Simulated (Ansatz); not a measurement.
Consider the cleavage of the Si–Si bond: `O[SiH]([SiH3])[SeH]` + H–F → `O[SiH](F)[SeH]` + SiH₄.

Isolated molecules relaxed with PBE0-D4/def2-TZVP in Ansatz; ΔE leaves out vibrations. CCSD(T)/CBS is the MP2 limit (def2-TZVPP, def2-QZVPP) plus CCSD(T) − MP2 in def2-TZVPP, frozen cores. This one scheme is used for every species. Functionals use def2-TZVPP. B3LYP here is the variant with VWN-RPA as its local correlation; programs differ in this. For Se outer-core shells are correlated without core-valence functions, which leaves a few kJ/mol of doubt a bond. Scalar relativity is left out up to krypton. Each species was taken in one conformer, which may not be the lowest.

```json
{"level": "PBE", "ΔE (eV)": "-1.44"}
{"level": "B3LYP", "ΔE (eV)": "-1.73"}
{"level": "SCS-MP2/def2-TZVPP", "ΔE (eV)": "-1.73"}
{"level": "CCSD/def2-TZVPP", "ΔE (eV)": "-1.68"}
{"level": "MP2/def2-QZVPP", "ΔE (eV)": "-1.65"}
{"level": "SCS-MP2/def2-QZVPP", "ΔE (eV)": "-1.72"}
{"level": "HF/CBS(def2)", "ΔE (eV)": "-1.99"}
{"level": "CCSD/CBS(def2)", "ΔE (eV)": "-1.64"}
```

Task: What does CCSD(T)/CBS give? (Estimate.)

Result: Ansatz gave: -1.59 eV. The listed levels differ from it by 0.15, -0.14, -0.14, -0.09, -0.06, -0.13, -0.40, -0.05 eV.

Largest T1 diagnostic among the species: 0.011.

In def2-TZVPP, CCSD(T) changes the Hartree–Fock value by +0.34 eV (the triples alone add +0.05 eV) and MP2 by +0.31 eV. The D4 term adds +0.10 eV with B3LYP and +0.06 eV with PBE0; it sums over pairs of atoms, weighted by their polarisabilities, and B3LYP, whose exchange is more repulsive, gets the larger term. From PBE to PBE0 (25 % exact exchange), in def2-TZVPP and without D4, ΔE moves by −0.06 eV.
